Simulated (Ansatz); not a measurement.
Wavefunction ladder for F2GeH4SSi (`F[Si](F)(S)[GeH3]`)

```xyz
9

F     1.788   -1.140   -0.975
Si    0.981   -0.296    0.104
F     1.229   -0.992    1.514
S     1.870    1.626    0.058
Ge   -1.347   -0.330   -0.354
H     1.032    2.097    0.998
H    -1.588    0.160   -1.788
H    -2.049    0.621    0.627
H    -1.916   -1.745   -0.184
```

Total charge 0; spin multiplicity 1. Correlated methods include outer-core shells of Ge, which these sets cover unevenly. Scalar relativity is left out up to krypton. Geometry: relaxed with PBE0-D4/def2-TZVP. It is one conformer, not always the lowest. Frozen core, restricted reference, Ansatz.

| basis | HF (Eh) | MP2 corr. | CCSD corr. | (T) | CCSD(T) total |
| --- | --- | --- | --- | --- | --- |
| def2-SVP | -2962.54561 | -0.82550 | -0.86075 | -0.01923 | -2963.42559 |
| def2-TZVPP | -2963.32557 | -1.05213 | -1.08764 | -0.03756 | -2964.45077 |
| def2-QZVPP | -2963.39819 | -1.39104 | – | – | – |
